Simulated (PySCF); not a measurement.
C3S2, SMILES S=C=C=C=S. Atoms are numbered in the order given.

```xyz
5

S      0.0000     0.0000    -2.8402
C      0.0000     0.0000    -1.2831
C      0.0000     0.0000     0.0000
C      0.0000     0.0000     1.2831
S      0.0000     0.0000     2.8402
```

Coordinates come from a PBE0-D3(BJ)/def2-SVP optimisation.

The numbers are results of HF/def2-TZVP run with PySCF, not measurements.

Atomic charges (e):

| atom | IAO | Mulliken | Löwdin |
|---|---|---|---|
| S1 | 0.08 | -0.01 | 0.45 |
| C2 | 0.08 | 0.12 | -0.35 |
| C3 | -0.31 | -0.23 | -0.20 |
| C4 | 0.08 | 0.12 | -0.35 |
| S5 | 0.08 | -0.01 | 0.45 |

Q: Give the Mayer and Wiberg (Löwdin basis) orders of the bonds. (Estimate from the structure and the level; the computed values follow.)

A: 
```tsv
bond	Mayer	Wiberg
S1–C2	2.13	2.69
C2–C3	1.80	2.03
C3–C4	1.80	2.03
C4–S5	2.13	2.69
```
